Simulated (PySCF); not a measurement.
Species: C7H13NOSi.
Geometry (GFN2-xTB, Å), atoms numbered from 1 in this order:
```xyz
23
C7H13NOSi angstrom
C     -0.7547   -1.4395   -0.7532
C     -0.7070   -0.0473   -0.1262
C     -1.4111    0.9556   -1.0493
C     -1.4410   -0.0758    1.2175
C      0.7586    0.4245    0.0787
Si     1.9481   -0.8484    0.9737
C      0.8029    1.5979    0.8995
N      0.8557    2.5386    1.5505
C      1.5332    0.6879   -1.1688
O      1.3956    0.1401   -2.2297
H     -0.3624   -2.1880   -0.0660
H     -1.7857   -1.6998   -0.9844
H     -0.1805   -1.4670   -1.6747
H     -0.9622    0.9536   -2.0396
H     -1.3499    1.9637   -0.6414
H     -2.4617    0.6932   -1.1536
H     -1.4462    0.9083    1.6814
H     -2.4730   -0.3841    1.0638
H     -0.9787   -0.7790    1.9066
H      1.3112   -1.2403    2.2263
H      3.1945   -0.1367    1.2475
H      2.1757   -1.9721    0.0742
H      2.3339    1.4414   -1.0228
```

Computed at PBE0/pcSseg-1 (PySCF, non-relativistic), with Q(14N) = 0.02044 b, Q(17O) = −0.0256 b: N8, 14N (I = 1): χzz = -4.595 MHz, η = 0.160; O10, 17O (I = 5/2): χzz = 11.90 MHz, η = 0.502.

Task: Where would the pure quadrupole (NQR) lines of 14N at N8 fall for the rigid, isolated species?

Result: From ν± = (3/4)|χ|(1 ± η/3) and ν0 = |χ|η/2: ν+ 3.630 MHz, ν− 3.263 MHz, ν0 0.367 MHz (nitrile nitrogen).

Task: Find the zero-field quadrupole resonance frequencies of 17O at O10.

Result: From the eigenvalues of H = χ/[4I(2I − 1)] × [3Iz² − I(I + 1) + η(Ix² − Iy²)], steps between neighbouring levels, labelled as for η = 0: ±1/2↔±3/2 2.220 MHz, ±3/2↔±5/2 3.417 MHz (aldehyde oxygen).

In a crystal, neighbours and librations shift these lines. GFN2-xTB bond lengths can be off by several hundredths of an ångström, more for odd bonds, and the gradients follow them. A larger basis could move these couplings by a tenth or more.

The run behind these numbers computed NMR shieldings as well. The run took 2.1 min (with the writing of density and orbital grids) on Arm Neoverse V1, one thread, shared host with 32 logical CPUs at a one-minute load of 34, and the process peaked at 1.1 GiB of memory.

One conformer stands for the species.
